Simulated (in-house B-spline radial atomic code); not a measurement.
**RPA and G0W0 on LDA VWN5: the phosphorus ion P⁵⁺**

Configuration [He] 2s2 2p6, mean-field start LDA VWN5. Computed with an all-electron radial atomic-structure program (B-spline basis): all electrons, non-relativistic, point nucleus, each spin shell either full or empty, empty states to l = 9 with an (l + 1/2)⁻⁴ tail; G0W0 by contour deformation at full frequency.

Command:
```bash
python run_gw.py task.json out
```
Settings (radii: box in bohr, nucleus in fm):
```
Z                        15
electrons                10
configuration            [He] 2s2 2p6
hamiltonian              nr
method                   lda,vwn
lmax                     9
spin_polarised           False
box_radius               10.43
intervals                47
```

Run time, properties included: 0.9 s on 1 thread of Arm Neoverse N1, on a shared host.

Energies (hartree):

```tsv
term	value
mean-field total	-333.48432
Hartree-Fock functional on these orbitals	-334.35839
direct second order	-0.67492
second-order exchange	0.23835
SOSEX correction	0.22317
```

Q: What is the RPA correlation energy, and what remains with SOSEX?

A: RPA gives -0.61442 hartree (-1.67 eV per electron); RPA + SOSEX gives -0.39125, and the second-order doubles -0.43657 hartree (no singles). RPA lacks exchange-type terms and so overcorrelates at short range.

Quasi-particle levels (eV):

| level | occupied | mean field | Σx - vxc | Σc | QP weight | G0W0 |
| --- | --- | --- | --- | --- | --- | --- |
| 2p | yes | -199.81 | -23.01 | ? | ? | ? |
| 2s | yes | -247.21 | -32.03 | 5.19 | 0.958 | -274.06 |
| 3s | no | -70.09 | 6.00 | -0.65 | 0.997 | -64.74 |

G0W0 = mean field + (Σx - vxc) + Σc, with Σc (partial-wave tail included) taken at the quasi-particle energy. Levels of low weight are left out.

Q: Where does G0W0 put 2p?

A: At -220.56 eV, with Σc = 2.25 eV and a quasi-particle weight of 0.972. The tabulated removal energy is 220.43 ± 0.005 eV (NIST, semi-empirical); the calculation leaves out relativity, Breit and QED terms, and what these don't explain is the method's own error.
